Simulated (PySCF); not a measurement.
C7H13NSi2.
Structure used (GFN2-xTB), in Å, numbered top down from 1:
```
atom  x, y, z in Å
C1    -1.9517   -1.0658    1.3525
Si2   -1.2965   -0.2613   -0.2491
N3    -1.7241   -1.3758   -1.5058
Si4   -2.2688    1.7783   -0.7433
C5     0.5858   -0.0626   -0.0045
C6     1.0997    1.0645    0.6311
C7     2.4588    1.2200    0.8319
C8     3.3394    0.2463    0.3906
C9     2.8504   -0.8788   -0.2504
C10    1.4883   -1.0269   -0.4417
H11   -1.7765   -0.4196    2.2074
H12   -3.0198   -1.2484    1.2888
H13   -1.4642   -2.0150    1.5578
H14   -1.4763   -1.1689   -2.4595
H15   -1.6530   -2.3672   -1.3410
H16   -2.6384    2.5170    0.4701
H17   -3.4947    1.6826   -1.5394
H18   -1.3675    2.6615   -1.4930
H19    0.4187    1.8329    0.9733
H20    2.8349    2.1015    1.3317
H21    4.4022    0.3650    0.5448
H22    3.5323   -1.6413   -0.6004
H23    1.1161   -1.9111   -0.9418
```

Computed at PBE0/pcSseg-1 (PySCF, non-relativistic), with Q(14N) = 0.02044 b: N3, 14N (I = 1): χzz = -4.562 MHz, η = 0.304.

Q: Find the zero-field quadrupole resonance frequencies of 14N at N3.

A: From ν± = (3/4)|χ|(1 ± η/3) and ν0 = |χ|η/2: ν+ 3.768 MHz, ν− 3.075 MHz, ν0 0.693 MHz (silicon-bound nitrogen).

In a crystal, neighbours and librations shift these lines. One conformer (not necessarily the lowest) at the GFN2-xTB geometry, without solvent, vibrations or thermal averaging. GFN2-xTB bond lengths can be off by several hundredths of an ångström, more for odd bonds, and the gradients follow them. The small basis limits the accuracy of the gradients.
